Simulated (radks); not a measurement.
Results of a calculation; reference values are marked as such.
Spherical quantum dot in the effective-mass picture: electrons in a hard-walled sphere of radius 2.5, with a point charge +1 (a donor) at the centre, all in effective atomic units (hartree* = m*/eps^2 hartree, bohr* = eps/m* bohr), one dielectric constant everywhere. Level of theory: non-relativistic Kohn-Sham, PBEsol, spin-polarised, spherical densities (a radial shooting solver with Libxc functionals). Levels are named by radial order and angular momentum (1s, 1p, 1d, 2s, ...), and open shells are averaged over m.

N = 5, configuration 1s2 1p(up 3, down 0). This is the lowest configuration that the search found. Occupied and some empty levels:

level,occupation,eigenvalue (hartree*),<r> (bohr*)
1s up,1,2.4936,1.218
1s down,1,2.6404,1.184
1p up,3,3.3516,1.510
1p down,0,3.5424,1.503
1d up,0,4.3498,1.643
1d down,0,4.5499,1.642
2s up,0,4.5637,1.200
2s down,0,4.6722,1.219
1f up,0,5.5606,1.732
1f down,0,5.7619,1.734

Energy (hartree*): total 7.86722, kinetic 6.5227, external -4.3352, Hartree 8.0414, exchange-correlation -2.3617.
